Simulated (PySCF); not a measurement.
F2Re, SMILES [F][Re][F] (connectivity only; charge and spin as stated), neutral, multiplicity 6.

Geometry optimised at B3LYP-D3(BJ)/def2-TZVP. The spin state was assumed, not searched. The def2 effective core potentials stand for the cores of Re; spin–orbit coupling is left out.

Two levels are set side by side: PBE/def2-TZVPD (PySCF) and ωB97X/def2-TZVPD (PySCF). Same geometry, gas phase. Differences are taken from unrounded values.

| quantity | ωB97X |
|---|---|
| α-spin orbital gap (eV) | 10.26 |
| β-spin orbital gap (eV) | 10.82 |
| mean polarisability (bohr³) | 38.2 |

Task: What does PBE give, and how far is it from ωB97X? (An estimate is asked for; the answer gives what the named calculation found.)

Result: 
```csv
quantity,PBE,PBE minus ωB97X
α-spin orbital gap (eV),4.01,-6.25
β-spin orbital gap (eV),4.51,-6.31
mean polarisability (bohr³),40.3,2.1
```

PBE's more diffuse valence density responds more strongly to a field. Differences between two approximate levels are no errors against the true value.

Rough cost on one machine, each run with all the roots and properties that it gave: ωB97X against PBE within a factor of 2.
